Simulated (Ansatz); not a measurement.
# Redistribution: C3F6O + C2H2F4 → C3HF5O + C2HF5

Species: C3F6O `FC(F)(F)C1(F)OC1(F)F`, singlet; C2H2F4 `FC(F)C(F)F`, singlet; C3HF5O `FC(F)C1(F)OC1(F)F`, singlet; C2HF5 (pentafluoroethane) `FC(F)C(F)(F)F`, singlet. The partners trade F for H; both sit on C, so the bond types are kept.

Shapes, held fixed at every level: PBE0-D4/def2-TZVP. Flexible molecules stand in one conformer, not always the lowest. Programs: Ansatz 0.2.0. The zero-point and thermal change to 298 K, harmonic and unscaled (PBE0-D4/def2-TZVP), is +0.2 kJ/mol.

```csv
level,kind,ΔH(298 K) (kJ/mol),less CCSD(T)/CBS estimate
HF/def2-TZVPP,Hartree–Fock,-10.4,-1.4
SPW92/def2-TZVPP,LDA,-6.6,+2.4
B3LYP-D4/def2-TZVPP,global hybrid,-8.1,+0.9
BHLYP-D4/def2-TZVPP,global hybrid,-8.6,+0.4
MP2/def2-SVP,perturbation theory,-7.1,+1.9
CCSD(T)/def2-SVP,coupled cluster or CI,-7.0,+2.0
CCSD(T)/CBS estimate,coupled cluster or CI,-9.0,0.0
```

The highest level, CCSD(T)/CBS estimate, gives ΔH(298 K) = -9.0 kJ/mol; the levels span -10.4 to -6.6. The column of differences is taken from that level and isn't an error. No measured value is set beside it here. The CBS estimate extrapolates MP2 from def2-TZVPP and def2-QZVPP and adds CCSD(T) − MP2 in the triple-zeta set, cores frozen.
